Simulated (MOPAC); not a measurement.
MOPAC input (PM7):

```
PM7 PRECISE GNORM=0.05 LET XYZ UHF MS=0.5 GEO-OK AUX(PRECISION=9) THREADS=1
AsF2

As   -0.14653518 1   -0.20555075 1    0.32176302 1
F     1.33592544 1   -0.37212610 1   -0.58230773 1
F    -0.79862979 1    1.12581217 1   -0.59749001 1
```

Output:

```
 *******************************************************************************
 **                                                                           **
 **                              MOPAC v23.2.5                                **
 **                                                                           **
 *******************************************************************************
 ** MOPAC's Digital Object Identifier: https://doi.org/10.5281/zenodo.6511958 **
 **                                                                           **
 ** Please cite the open-source release paper for use of this MOPAC version:  **
 ** J. E. Moussa and J. J. P. Stewart (2026)                                  **
 ** MOPAC: An open-source semiempirical molecular orbital program             **
 ** J. Open Source Softw., 11(119), 8025, https://doi.org/10.21105/joss.08025 **
 *******************************************************************************

                              PM7 CALCULATION RESULTS

 *******************************************************************************
 *  PM7        - The PM7 Hamiltonian to be used
 *  GEO-OK     - OVERRIDE INTERATOMIC DISTANCE AND OTHER SAFETY CHECKS
 *  UHF        - UNRESTRICTED HARTREE-FOCK CALCULATION
 *  MS=        - IN MECI, MAGNETIC COMPONENT OF SPIN =  0.5
 *  LET        - OVERRIDE SOME SAFETY CHECKS
 *  PRECISE    - TIGHTER CRITERIA TO BE USED
 *  XYZ        - CARTESIAN COORDINATE SYSTEM TO BE USED
 *  GNORM      - EXIT WHEN GRADIENT NORM DROPS BELOW 0.050
 *  AUX        - OUTPUT AUXILIARY INFORMATION
 *******************************************************************************
PM7 PRECISE GNORM=0.05 LET XYZ UHF MS=0.5 GEO-OK AUX(PRECISION=9) THREADS=1
 AsF2

   ATOM   CHEMICAL          X               Y               Z
  NUMBER   SYMBOL      (ANGSTROMS)     (ANGSTROMS)     (ANGSTROMS)

     1      As         -0.14653518  *  -0.20555075  *   0.32176302  *
     2       F          1.33592544  *  -0.37212610  *  -0.58230773  *
     3       F         -0.79862979  *   1.12581217  *  -0.59749001  *

          CARTESIAN COORDINATES

    NO.       ATOM           X           Y           Z

     1        As         -0.1465     -0.2056      0.3218
     2         F          1.3359     -0.3721     -0.5823
     3         F         -0.7986      1.1258     -0.5975

 General Reference for PM7:
 "Optimization of Parameters for Semiempirical Methods VI: More Modifications to the
 NDDO Approximations and Re-optimization of Parameters", J. J. P. Stewart, J. Mol. Mod., 1:32, 19 (2013)
 https://link.springer.com/article/10.1007/s00894-012-1667-x

           Empirical Formula: As F2  =     3 atoms

      MOLECULAR POINT GROUP   :   C2v

          UHF CALCULATION, NO. OF ALPHA ELECTRONS =   10
                           NO. OF BETA  ELECTRONS =    9

          Geometry optimization using EF

          DIAGONAL MATRIX USED AS START HESSIAN

 CYCLE:     1  GRAD.:    37.701 HEAT: -82.94067
 CYCLE:     2  GRAD.:   144.979 HEAT: -75.10155
 CYCLE:     3  GRAD.:     7.039 HEAT: -83.81714
 CYCLE:     4  GRAD.:     1.637 HEAT: -83.85608
 CYCLE:     5  GRAD.:     1.231 HEAT: -83.86739
 CYCLE:     6  GRAD.:     1.326 HEAT: -83.87492
 CYCLE:     7  GRAD.:     0.554 HEAT: -83.87707
 CYCLE:     8  GRAD.:     0.095 HEAT: -83.87725
 CYCLE:     9  GRAD.:     0.028 HEAT: -83.87726

     GRADIENT =  0.02801 IS LESS THAN CUTOFF =  0.05000

 -------------------------------------------------------------------------------
 PM7 PRECISE GNORM=0.05 LET XYZ UHF MS=0.5 GEO-OK AUX(PRECISION=9) THREADS=1
 AsF2

     GEOMETRY OPTIMISED USING EIGENVECTOR FOLLOWING (EF).
     SCF FIELD WAS ACHIEVED

                              PM7 CALCULATION
                                                       MOPAC v23.2.5 Linux

          FINAL HEAT OF FORMATION =        -83.87726 KCAL/MOL =    -350.94244 KJ/MOL

          COSMO AREA              =         81.59 SQUARE ANGSTROMS
          COSMO VOLUME            =         64.74 CUBIC ANGSTROMS

          GRADIENT NORM           =          0.02801          =       0.01617 PER ATOM
          IONIZATION POTENTIAL    =          9.610018 EV
          ALPHA SOMO LUMO (EV)    =         -9.610 -1.863
          BETA  SOMO LUMO (EV)    =        -11.126 -1.357
          NO. OF ALPHA ELECTRONS  =         10
          NO. OF BETA  ELECTRONS  =          9
          MOLECULAR WEIGHT        =        112.9184         POINT GROUP:  C2v

          MOLECULAR DIMENSIONS (Angstroms)

            Atom       Atom       Distance
            F     3    F     2     2.64774
            F     2   As     1     1.06648
           As     1    F     3     0.00000

          SCF CALCULATIONS        =         10

   ATOM   CHEMICAL          X               Y               Z
  NUMBER   SYMBOL      (ANGSTROMS)     (ANGSTROMS)     (ANGSTROMS)

     1      As         -0.12995916  *  -0.18227491  *   0.28534015  *
     2       F          1.33583467  *  -0.40671509  *  -0.54603504  *
     3       F         -0.83145641  *   1.11417898  *  -0.56143258  *

                             CARTESIAN COORDINATES

   1   As       -0.129959157    -0.182274906     0.285340150
   2    F        1.335834668    -0.406715090    -0.546035043
   3    F       -0.831456405     1.114178978    -0.561432579

           Empirical Formula: As F2  =     3 atoms

      MOLECULAR POINT GROUP   :   C2v

          ALPHA EIGENVALUES
 -40.27471 -39.81515 -17.83026 -16.58652 -16.54228 -16.03790 -15.64624 -15.09688
 -12.11550  -9.61002  -1.86258  -1.69646  -1.24529  -0.93133  -0.66209   0.09132
   1.02900

           BETA EIGENVALUES
 -40.29989 -39.84694 -17.57733 -16.44557 -16.18979 -15.95630 -15.48921 -15.10194
 -11.12576  -1.35654  -0.93084  -0.89701  -0.51295  -0.23095  -0.17510   0.73284
   1.22386

              NET ATOMIC CHARGES AND DIPOLE CONTRIBUTIONS

  ATOM NO.   TYPE          CHARGE      No. of ELECS.   s-Pop       p-Pop       d-Pop
    1         As           0.616369        4.3836     1.87269     2.02137     0.48956
    2          F          -0.308194        7.3082     1.95281     5.35538
    3          F          -0.308175        7.3082     1.95280     5.35537
 DIPOLE           X         Y         Z       TOTAL
 POINT-CHG.    -1.131    -1.587     2.484     3.157
 HYBRID         0.302     0.423    -0.663     0.842
 SUM           -0.830    -1.163     1.821     2.315

          ATOMIC ORBITAL ELECTRON POPULATIONS

     Atom    s        px        py        pz      x^2-y^2     xz        z^2       yz        xy
    1 As   1.87269   0.56261   0.70772   0.75104   0.08733   0.09682   0.10122   0.07823   0.12596
    2  F   1.95281   1.60422   1.91177   1.83939
    3  F   1.95280   1.83357   1.68600   1.83580

                    (SZ)    =    0.500000
                    (S**2)  =    0.773441

          ATOMIC ORBITAL SPIN POPULATIONS

    Atom   Total    s     px     py     pz   x^2-y^2  xz     z^2    yz     xy
         Atomic
    1 As  1.0354 -0.023  0.196  0.373  0.342  0.005  0.009  0.070  0.020  0.043
    2  F -0.0177  0.000 -0.024  0.008 -0.003
    3  F -0.0177  0.000 -0.003 -0.012 -0.003

 **********************
 *                    *
 * JOB ENDED NORMALLY *
 *                    *
 **********************

 == MOPAC DONE ==
```
